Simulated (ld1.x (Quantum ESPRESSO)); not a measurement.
# nitrogen (N), PAW: configuration errors across variants

| Item | Value |
| --- | --- |
| Element | nitrogen (N) |
| Generator | ld1.x (Quantum ESPRESSO) 7.5 |
| Type | PAW |
| Functional | PBEsol |
| Relativity | scalar-relativistic |
| Frozen core | [He] |
| Valence charge | 5 |
| Reference configuration | 2s2 2p3 |
| Partial waves | 2s (bound): rcut 1.00, rcutus 1.05 bohr; 2s channel at 3 Ry: rcut 1.00, rcutus 1.05 bohr; 2p (bound): rcut 1.80, rcutus 1.90 bohr; 2p channel at 4.8 Ry: rcut 1.80, rcutus 1.90 bohr |
| Local potential | all-electron potential smoothed inside 1.15 bohr (lloc = -1) |
| Core correction | Bessel-smoothed model core inside 0.75 bohr |
| Augmentation charge | PSQ, inside the norm-conserving radii |

All-electron excitation energies from the reference (eV): (1) 2s2 2p2 13.521; (2) 2s2 2p1 42.258; (3) 2s2 2p0 89.143; (4) 2s0 2p5 22.896; (5) 2s2 2p3.3 -1.604; (6) 2s1 2p0 166.660; (7) 2s1 2p4 11.434.

2 further variants failed, have other tests or another functional or relativity, and are left out.

Errors AE − PS in meV (a dash: test not solved or not reliable):

| change | (1) | (2) | (3) | (4) | (5) | (6) | (7) | bound ghosts |
| --- | --- | --- | --- | --- | --- | --- | --- | --- |
| base | +3.7 | +7.7 | -6.0 | -2.1 | +0.4 | -29 | -0.6 | none |
| waves 2s (bound): rcut 1.00, rcutus 1.36 bohr; 2s channel at 3 Ry: rcut 1.00, rcutus 1.36 bohr | +3.7 | +7.8 | -1.3 | -1.8 | +0.4 | -17 | -0.5 | none |
| all radii but the core radius scaled by about 0.92 (s 0.96, p 1.76 bohr, rcut 0.92/1.66); local potential all-electron potential smoothed inside 1.06 bohr (lloc = -1) | +2.9 | +5.6 | -5.1 | -2.2 | +0.4 | -29 | -0.7 | none |
| wave 2s channel at 3 Ry: rcut 1.00, rcutus 1.05 bohr becomes 2s channel at -0.65 Ry: rcut 1.00, rcutus 1.05 bohr | +3.9 | +8.9 | -1.7 | -2.1 | +0.4 | -24 | -0.7 | none |
| core correction Bessel-smoothed model core inside 1.14 bohr | +3.7 | +7.6 | -7.6 | -2.1 | +0.4 | -33 | -0.7 | none |
| waves 2p (bound): rcut 1.80, rcutus 2.24 bohr; 2p channel at 4.8 Ry: rcut 1.80, rcutus 2.24 bohr | +3.1 | +8.9 | -12 | -1.8 | +0.2 | -37 | -0.4 | none |
| local potential all-electron potential smoothed inside 1.52 bohr (lloc = -1) | +7.3 | +15 | -9.8 | -1.8 | +0.7 | -37 | -0.5 | none |
| local potential all-electron potential smoothed inside 1.76 bohr (lloc = -1) | -23 | -32 | -2.4 | -2.1 | -2.5 | -21 | -0.6 | none |
| all radii but the core radius scaled by about 0.78 (s 0.82, p 1.48 bohr, rcut 0.78/1.40); local potential all-electron potential smoothed inside 0.90 bohr (lloc = -1) | +14 | +34 | -8.0 | -1.6 | +1.0 | -34 | -0.5 | none |

Q: Give the same row for: local potential all-electron potential smoothed inside 1.10 bohr (lloc = -1).

A: +3.7, +7.6, -6.0, -2.1, +0.4, -29, -0.7; bound ghosts: none.
